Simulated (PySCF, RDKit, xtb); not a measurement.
Pair of molecules: H2O (SMILES O) (first 3 atoms) with CHN (SMILES C#N); geometry from B3LYP-D3(BJ)/def2-TZVP, rigid monomers moved along the line of their centres of mass till H3···N5 is 2.43 Å.
(charge 0, multiplicity 1):
```xyz
6

O     -0.143     0.065    -0.657
H      0.791    -0.061    -0.848
H     -0.201     0.072     0.308
C     -0.290     0.080     3.871
N     -0.150     0.063     2.736
H     -0.421     0.097     4.930
```

Interaction energies are E(AB) − E(A) − E(B) at the monomers' geometry in the complex; basis-set methods are counterpoise corrected. Rows marked so take none. RDKit's UFF carries no charges.

Rows in 6-31G* carry no dispersion term and start afresh at each structure (6-31G* with six Cartesian d functions).

Run with PySCF for 6-31G* rows; RDKit for the force fields; xtb for the GFN methods. Each number belongs to the level named beside it.

Problem. One of these levels gives 0.97 kcal/mol for the interaction energy. Which?
A. GFN-FF
B. UFF
C. HF/6-31G* (no counterpoise)

Solution. B, UFF. The others give -4.29 (GFN-FF), -3.48 (HF/6-31G* (no counterpoise))
